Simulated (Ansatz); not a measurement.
Basis sets compared for V(NH)F3 (VNF3H). The state is a singlet with charge 0. Geometry PBE-D4/def2-SVP. Ansatz on 4 threads of Intel Xeon 6975P-C on a shared host; times are rough, and most runs start from earlier orbitals.

```xyz
6

V    -0.066   -0.353    0.250
N     0.177    0.947   -0.672
H     0.332    1.777   -1.259
F     0.127    0.111    1.903
F     1.099   -1.552   -0.185
F    -1.669   -0.930   -0.037
```

The restricted singlet is unstable towards broken spin symmetry in Hartree–Fock (as tested in another run); at PBE-D4/def2-SVP, PBE-D4/def2-TZVPD, r2SCAN-D4/def2-TZVP, r2SCAN-D4/def2-TZVPD and others this wasn't settled.

Binding counts from free atoms (V quartet, N quartet, H doublet, F doublet) in the same basis, without a counterpoise term.

```json
{"level": "PBE-D4/def2-SVP", "functions": "92", "energy (Eh)": "-1298.1296", "HOMO (eV)": "-7.63", "LUMO (eV)": "-3.99", "binding per atom (eV)": "–", "wall time": "0.5 s"}
{"level": "PBE-D4/def2-TZVP (with forces)", "functions": "175", "energy (Eh)": "-1298.6968", "HOMO (eV)": "-7.92", "LUMO (eV)": "-4.26", "binding per atom (eV)": "–", "wall time": "1 s"}
{"level": "r2SCAN-D4/def2-TZVP", "functions": "175", "energy (Eh)": "-1299.0668", "HOMO (eV)": "-8.29", "LUMO (eV)": "-4.33", "binding per atom (eV)": "–", "wall time": "1.4 s"}
{"level": "PBE0-D4/def2-SVP", "functions": "92", "energy (Eh)": "-1298.0786", "HOMO (eV)": "-9.43", "LUMO (eV)": "-3.34", "binding per atom (eV)": "4.07", "wall time": "0.75 s"}
{"level": "PBE0-D4/def2-TZVP", "functions": "175", "energy (Eh)": "-1298.6465", "HOMO (eV)": "-9.56", "LUMO (eV)": "-3.41", "binding per atom (eV)": "–", "wall time": "1.2 s"}
```

(1) Estimate the rows for PBE-D4/def2-TZVPD, r2SCAN-D4/def2-TZVPD, PBE0-D4/def2-TZVPD.

## Answers

(1) 
```csv
level,functions,energy (Eh),HOMO (eV),LUMO (eV),binding per atom (eV),wall time
PBE-D4/def2-TZVPD,214,-1298.7014,-7.96,-4.29,–,1.3 s
r2SCAN-D4/def2-TZVPD,214,-1299.0711,-8.29,-4.32,–,2.3 s
PBE0-D4/def2-TZVPD,214,-1298.6511,-9.56,-3.42,–,1.9 s
```
